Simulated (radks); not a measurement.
Results of a calculation; reference values are marked as such.
All-electron atom: Pr19+ in [Kr] 4d4. Level of theory: scalar-relativistic Kohn-Sham, Slater X-alpha with alpha = 0.893, spin-polarised, spherical densities, point nucleus; open shells are filled with parallel spins first (spin-orbit coupling, left out, can overturn this in heavy ions) (a radial shooting solver on a logarithmic mesh with Libxc functionals).

Radial electron density D(r) = 4 pi r^2 rho(r):

```
   r/bohr * D(r) (the largest magnitude, 103, reaches the edge; | marks zero)
 0.001787 |   *
 0.002015 |    *
 0.002272 |     *
 0.002582 |      *
 0.002911 |        *
 0.003309 |          *
 0.003731 |           *
  0.00424 |              *
 0.004781 |                *
  0.00539 |                   *
 0.006127 |                      *
 0.006908 |                         *
 0.007851 |                            *
 0.008852 |                               *
  0.01006 |                                  *
  0.01134 |                                     *
  0.01279 |                                       *
  0.01454 |                                        *
  0.01639 |                                         *
  0.01863 |                                         *
    0.021 |                                        *
  0.02387 |                                      *
  0.02691 |                                     *
  0.03035 |                                    *
  0.03449 |                                    *
  0.03889 |                                      *
   0.0442 |                                         *
  0.04983 |                                            *
  0.05664 |                                                 *
  0.06386 |                                                    *
    0.072 |                                                      *
  0.08183 |                                                     *
  0.09226 |                                                  *
   0.1049 |                                             *
   0.1182 |                                         *
   0.1344 |                                       *
   0.1515 |                                        *
   0.1708 |                                           *
   0.1942 |                                              *
   0.2189 |                                              *
   0.2488 |                                          *
   0.2805 |                                   *
   0.3188 |                          *
   0.3595 |                   *
   0.4053 |               *
   0.4606 |              *
   0.5194 |               *
   0.5903 |              *
   0.6656 |            *
   0.7564 |        *
   0.8529 |    *
   0.9616 |  *
    1.093 |*
    1.232 *
    1.401 *
    1.579 *
    1.795 *
    2.024 *
```

D(r) has 4 maxima, at r = 0.0168, 0.0737, 0.209, 0.536 bohr, and minima at 0.0321, 0.138, 0.446 bohr, inside which lie 1.95, 11.13, 29.28 electrons.
